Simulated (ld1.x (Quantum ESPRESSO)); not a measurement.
Which change was made? (V, RRKJ)

* Element: V
* Generator: ld1.x (Quantum ESPRESSO) 7.5
* Type: norm-conserving RRKJ (Kleinman–Bylander form)
* Functional: LDA (PZ)
* Relativity: fully relativistic
* Frozen core: [Ne]
* Valence charge: 13
* Reference configuration: 3s2 3p6 3d3 4s0 4p0 (charge +2)
* Partial waves: 3s (bound): rc 1.35 bohr; 3p (bound): rc 1.65 bohr; 3d (bound): rc 1.55 bohr
* Local potential: the d channel
* Core correction: Bessel-smoothed model core, default radius (core density twice the valence density)

Open shells are filled in proportion to 2j + 1 (rel_dist='average').

Cutoffs, loose and tight: the cutoffs (Ry, on a coarse ladder) from which the occupation-weighted sum of valence levels, in a spherical-Bessel basis at the reference potential, stays within 10 and 1 mRy of its value at 400 Ry. They do not see the model core or the augmentation charge, which bear on the density cutoff. Test errors are all-electron minus pseudo excitation energies from the reference, over the configurations 3s2 3p6 3d3 4s2 4p0; 3s2 3p6 3d3 4s1 4p0; 3s2 3p6 3d2 4s0 4p0; 3s2 3p6 3d3 4s0 4p2; 3s2 3p6 3d2 4s2 4p1; 3s2 3p5 3d3 4s2 4p0; 3s2 3p6 3d2 4s2 4p0; variants that change the core or the reference have their own tests.

The base gives: outcome: generated; cutoff, loose: 90 Ry; cutoff, tight: 100 Ry; bound ghosts: none; largest test error (meV): +452.

On the changes marked as counting shells twice: ld1.x takes every shell without a wave as core, so the model core holds the marked electrons as well and exchange and correlation see them twice. This cancels in the reference configuration, but the file is broken for other ones, and its errors say nothing about a proper core correction.

(1) After one change the result is: outcome: generated; cutoff, loose: 55 Ry; cutoff, tight: 90 Ry; bound ghosts: none; largest test error (meV): +1127. Which change was it?
A. type ultrasoft; waves now 3s (bound): rcut 1.25, rcutus 1.35 bohr; 4s (bound): rcut 1.25, rcutus 1.35 bohr; 3p (bound): rcut 1.45, rcutus 1.65 bohr; 4p (bound): rcut 1.45, rcutus 1.65 bohr; 3d (bound): rcut 1.35, rcutus 1.55 bohr; 3d channel at 2.3 Ry: rcut 1.35, rcutus 1.55 bohr; local potential all-electron potential smoothed inside 1.40 bohr (lloc = -1); augmentation PSQ, inside the norm-conserving radii
B. reference 3s2 3p6 3d3 4s1 4p1 (4p, 4s counted twice)
C. wave 3d (bound): rc 1.55 bohr becomes 3d (bound): rc 2.40 bohr
D. all radii but the core radius scaled by about 0.91 (s 1.24, p 1.50, d 1.42 bohr)
E. wave 3s (bound): rc 1.35 bohr becomes 3s (bound): rc 1.24 bohr

Results:

(1) C. The others give: all radii but the core radius scaled by about 0.91 (s 1.24, p 1.50, d 1.42 bohr) → outcome: generated; bound ghosts: none; largest test error (meV): +214 | type ultrasoft; waves now 3s (bound): rcut 1.25, rcutus 1.35 bohr; 4s (bound): rcut 1.25, rcutus 1.35 bohr; 3p (bound): rcut 1.45, rcutus 1.65 bohr; 4p (bound): rcut 1.45, rcutus 1.65 bohr; 3d (bound): rcut 1.35, rcutus 1.55 bohr; 3d channel at 2.3 Ry: rcut 1.35, rcutus 1.55 bohr; local potential all-electron potential smoothed inside 1.40 bohr (lloc = -1); augmentation PSQ, inside the norm-conserving radii → outcome: generated, overlap not positive; bound ghosts: not determined (overlap not positive); largest test error (meV): -343 | reference 3s2 3p6 3d3 4s1 4p1 (4p, 4s counted twice) → outcome: generated; cutoff, loose: 90 Ry; cutoff, tight: 100 Ry; bound ghosts: none; largest test error (meV): -1025 | wave 3s (bound): rc 1.35 bohr becomes 3s (bound): rc 1.24 bohr → outcome: generated; cutoff, loose: 90 Ry; cutoff, tight: 110 Ry; bound ghosts: none; largest test error (meV): -138. A file whose overlap is not positive is unfit for use, and its test errors describe a broken file.
